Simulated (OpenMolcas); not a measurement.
# Multiconfigurational calculation on I³⁺

Input:

```
&GATEWAY
Coord
1

I 0.0 0.0 0.0
Basis=ANO-RCC-VQZP
Group=XYZ
NoMove
AngMom=0.0 0.0 0.0
AMFI
&SEWARD
* reference wave functions (RASSCF and RASSI steps not shown): 4 electrons in 9 orbitals (RAS2 5s 5p; RAS3 5d, at most 2 electrons)
>>> COPY JOB001 $Project.JobIph
&CASPT2
Multistate=6 1 2 3 4 5 6
Frozen=9 9
IPEA=0.5
Imaginary=0.1
MaxIter=60
WThr=0.0 0.3 0.05
PrWF=0.5
NoMix
>>> COPY JOB002 $Project.JobIph
&CASPT2
Multistate=12 1 2 3 4 5 6 7 8 9 10 11 12
Frozen=9 9
IPEA=0.5
Imaginary=0.1
MaxIter=60
WThr=0.0 0.3 0.05
PrWF=0.5
NoMix
>>> COPY JOB003 $Project.JobIph
&CASPT2
Multistate=1 1
Frozen=9 9
IPEA=0.5
Imaginary=0.1
MaxIter=60
WThr=0.0 0.3 0.05
PrWF=0.5
NoMix
...
```

Output, cut to the results:

```
--- CASPT2 ---
Orbital specifications:
      -----------------------

      Symmetry species                           1   2
                                                ag  au
      Frozen orbitals                            9   9
      Inactive orbitals                          5   0
      Active orbitals                            6   3
      Secondary orbitals                        31  30
      Deleted orbitals                           0   0
      Number of basis functions                 51  42
Type of calculation                        MS-CASPT2
      Fock operator                              state-specific
      IPEA shift                                 0.50
      Real shift                                 0.00
      Imaginary shift                            0.10
      The input orbitals will be transformed to quasi-canonical
Reference energy:       -7108.8041435767
      E2 (Non-variational):      -0.4972310507
      Shift correction:          -0.0000989907
      E2 (Variational):          -0.4973300414
      Total energy:           -7109.3014736182
      Residual norm:              0.0000000849
      Reference weight:           0.94199
      Contributions to the CASPT2 correlation energy
      Active & Virtual Only:         -0.0211731041
      One Inactive Excited:          -0.1260979679
      Two Inactive Excited:          -0.3499599787
Reference energy:       -7108.8041435762
      E2 (Non-variational):      -0.4972308922
      Shift correction:          -0.0000989912
      E2 (Variational):          -0.4973298835
      Total energy:           -7109.3014734597
      Residual norm:              0.0000000849
      Reference weight:           0.94199
      Contributions to the CASPT2 correlation energy
      Active & Virtual Only:         -0.0211727178
      One Inactive Excited:          -0.1260981966
      Two Inactive Excited:          -0.3499599779
::    CASPT2 Root  1     Total energy:  -7109.30147362
::    CASPT2 Root  2     Total energy:  -7109.30147346
::    CASPT2 Root  3     Total energy:  -7109.30147339
::    CASPT2 Root  4     Total energy:  -7108.40969086
::    CASPT2 Root  5     Total energy:  -7108.40970008
::    CASPT2 Root  6     Total energy:  -7108.40970099
::    MS-CASPT2 Root  1     Total energy:  -7109.30185692
::    MS-CASPT2 Root  2     Total energy:  -7109.30185678
::    MS-CASPT2 Root  3     Total energy:  -7109.30185673
::    MS-CASPT2 Root  4     Total energy:  -7108.40931769
::    MS-CASPT2 Root  5     Total energy:  -7108.40931669
::    MS-CASPT2 Root  6     Total energy:  -7108.40930759
--- CASPT2 ---
Orbital specifications:
      -----------------------

      Symmetry species                           1   2
                                                ag  au
      Frozen orbitals                            9   9
      Inactive orbitals                          5   0
      Active orbitals                            6   3
      Secondary orbitals                        31  30
      Deleted orbitals                           0   0
      Number of basis functions                 51  42
Type of calculation                        MS-CASPT2
      Fock operator                              state-specific
      IPEA shift                                 0.50
      Real shift                                 0.00
      Imaginary shift                            0.10
      The input orbitals will be transformed to quasi-canonical
Reference energy:       -7108.7522723688
      E2 (Non-variational):      -0.5069219167
      Shift correction:          -0.0001592742
      E2 (Variational):          -0.5070811909
      Total energy:           -7109.2593535597
      Residual norm:              0.0000003513
      Reference weight:           0.93570
      Contributions to the CASPT2 correlation energy
      Active & Virtual Only:         -0.0306990516
      One Inactive Excited:          -0.1262403331
      Two Inactive Excited:          -0.3499825320
Reference energy:       -7108.7522723688
      E2 (Non-variational):      -0.5069218483
      Shift correction:          -0.0001592740
      E2 (Variational):          -0.5070811223
      Total energy:           -7109.2593534911
      Residual norm:              0.0000003512
      Reference weight:           0.93570
      Contributions to the CASPT2 correlation energy
      Active & Virtual Only:         -0.0306989832
      One Inactive Excited:          -0.1262403331
      Two Inactive Excited:          -0.3499825320
::    CASPT2 Root  1     Total energy:  -7109.25935356
::    CASPT2 Root  2     Total energy:  -7109.25935349
::    CASPT2 Root  3     Total energy:  -7109.25935847
::    CASPT2 Root  4     Total energy:  -7109.25935849
::    CASPT2 Root  5     Total energy:  -7109.25948746
::    CASPT2 Root  6     Total energy:  -7109.18929497
::    CASPT2 Root  7     Total energy:  -7108.37950418
::    CASPT2 Root  8     Total energy:  -7108.37959038
::    CASPT2 Root  9     Total energy:  -7108.37973560
::    CASPT2 Root 10     Total energy:  -7108.37962592
::    CASPT2 Root 11     Total energy:  -7108.37958498
::    CASPT2 Root 12     Total energy:  -7108.27623005
::    MS-CASPT2 Root  1     Total energy:  -7109.26006101
::    MS-CASPT2 Root  2     Total energy:  -7109.25992413
::    MS-CASPT2 Root  3     Total energy:  -7109.25991322
::    MS-CASPT2 Root  4     Total energy:  -7109.25990804
::    MS-CASPT2 Root  5     Total energy:  -7109.25990621
::    MS-CASPT2 Root  6     Total energy:  -7109.19070437
::    MS-CASPT2 Root  7     Total energy:  -7108.37917169
::    MS-CASPT2 Root  8     Total energy:  -7108.37907148
::    MS-CASPT2 Root  9     Total energy:  -7108.37903563
::    MS-CASPT2 Root 10     Total energy:  -7108.37903063
::    MS-CASPT2 Root 11     Total energy:  -7108.37897450
::    MS-CASPT2 Root 12     Total energy:  -7108.27477662
--- CASPT2 ---
Orbital specifications:
      -----------------------

      Symmetry species                           1   2
...
```

Levels above the lowest, from the spin-orbit matrix with the multistate effective Hamiltonian, averaged by term, added to it:

```json
{"Configuration": "5s2 5p2", "Term": "3P", "J": "0", "E (eV)": "0.0000", "Term weight %": "93"}
{"Configuration": "5s2 5p2", "Term": "3P", "J": "1", "E (eV)": "0.701", "Term weight %": "100"}
{"Configuration": "5s2 5p2", "Term": "3P", "J": "2", "E (eV)": "1.193", "Term weight %": "78"}
{"Configuration": "5s2 5p2", "Term": "1D", "J": "2", "E (eV)": "2.536", "Term weight %": "78"}
{"Configuration": "5s2 5p2", "Term": "1S", "J": "0", "E (eV)": "4.425", "Term weight %": "93"}
{"Configuration": "5s 5p3", "Term": "5S*", "J": "2", "E (eV)": "9.489", "Term weight %": "97"}
{"Configuration": "5s 5p3", "Term": "3D*", "J": "1", "E (eV)": "12.221", "Term weight %": "92"}
{"Configuration": "5s 5p3", "Term": "3D*", "J": "2", "E (eV)": "12.253", "Term weight %": "89"}
{"Configuration": "5s 5p3", "Term": "3D*", "J": "3", "E (eV)": "12.519", "Term weight %": "100"}
```

CASPT2 breaks the degeneracy within a term, and the mean is taken; among the terms shown or strongly mixed into the levels shown the widest spread is 75 cm-1 (5s 5p3 3D*). The run also gave levels led by 5s 5p2 5d, 5s2 5p 5d, which use shells meant for correlation; these and all levels above them are left out. Some terms mix strongly with configurations of 5d, whose occupation reaches 0.18 (5s 5p3 3D*, 5s 5p3 3P*). Levels of configurations outside the active space are missing. The first state left out of the spin-orbit step lies near 140000 cm-1 above the lowest spin-free state of the reference (among the parities and spins computed), and the list stops at four fifths of that energy or lower.

The term weight is that of the spin-free term in the level, not the purity of its configuration. * marks odd parity.
